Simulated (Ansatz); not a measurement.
```yaml
crystal:
  periodic: [false, false, false]
  atoms:
    - {symbol: N, position_ang: [-1.305841, 0.311954, -1.263154]}
    - {symbol: Ta, position_ang: [0.192595, 0.284877, -0.337903]}
    - {symbol: N, position_ang: [0.731070, -1.616514, -0.254474]}
    - {symbol: N, position_ang: [-0.271575, 1.003070, 1.445624]}
    - {symbol: Cl, position_ang: [1.911230, 1.557434, -1.285161]}
    - {symbol: H, position_ang: [-2.090701, 0.414661, -1.884221]}
    - {symbol: H, position_ang: [0.234460, -2.385367, -0.676398]}
    - {symbol: H, position_ang: [1.504467, -1.964055, 0.295871]}
    - {symbol: H, position_ang: [-1.184491, 1.321973, 1.729634]}
    - {symbol: H, position_ang: [0.361987, 1.020868, 2.233083]}
basis:
  gaussian: {orbitals: cc-pVTZ-PP, final_grid: {core_spheres: 20, valence_spheres: 16, degree: 47}}
magnetization: {spin_polarized: true, initial_magnetization: 0}
hamiltonian: {xc: {name: B2GP-PLYP}, pseudopotentials: {relativity: scalar}}
accuracy: high
```

```sh
$ ansatz run in.yaml --threads 4 --pin off --events-out ev --progress --plain --max-ram 10444MiB
```

Output, abridged:

```
Functional definition: B2GP-PLYP
Error: <dir> the basis set cc-pVTZ-PP has no functions for N
```

In this input the basis set is misnamed or doesn't suit the job. The program refused the input.
